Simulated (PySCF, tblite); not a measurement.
Isomers of C7H7 (doublet state). Computed with GFN2-xTB (tblite): harmonic, unscaled wavenumbers at the GFN2-xTB geometry, gas phase. Against measured fundamentals such values can be off by several per cent, at times by over 20. One conformer each. Open shells enter through the occupations alone, without spin polarisation, and single modes of such species can be off by tens of per cent.

Electronic energies: B3LYP/pcH-1 single points on the GFN2-xTB geometries (PySCF, gas phase).

```csv
SMILES,"electronic energy, lowest = 0 (kcal/mol)"
C#C[C@H]([C]=C)C=C,26.5
C#C/[C]=C(\C)C=C,0.0
[H]/[C]=C(/C)C=C=C=C,18.2
```

Q: How do GFN2-xTB zero-point energies change the relative energies?

A: 
```
              SMILES  ZPE (kcal/mol)  of it from modes above 1550 cm⁻¹  electronic (kcal/mol)  with ZPE, lowest = 0 (kcal/mol)  lowest mode (cm⁻¹)  rings
    C#C/[C]=C(\C)C=C            66.5                              39.0                    0.0                              0.0                  34      0
[H]/[C]=C(/C)C=C=C=C            66.0                              38.6                   18.2                             17.7                  62      0
  C#C[C@H]([C]=C)C=C            65.8                              38.9                   26.5                             25.8                  35      0
```

The zero-point energies span 0.7 kcal/mol, from `C#C[C@H]([C]=C)C=C` to `C#C/[C]=C(\C)C=C`. The order is unchanged.

Q: And how do the electronic energies of GFN2-xTB itself compare?

A: `C#C/[C]=C(\C)C=C` 0.0; `[H]/[C]=C(/C)C=C=C=C` 21.4; `C#C[C@H]([C]=C)C=C` 24.1 kcal/mol, lowest = 0. Against the energies above, taken from the same isomer `C#C/[C]=C(\C)C=C`, the largest difference is 3.2 kcal/mol.
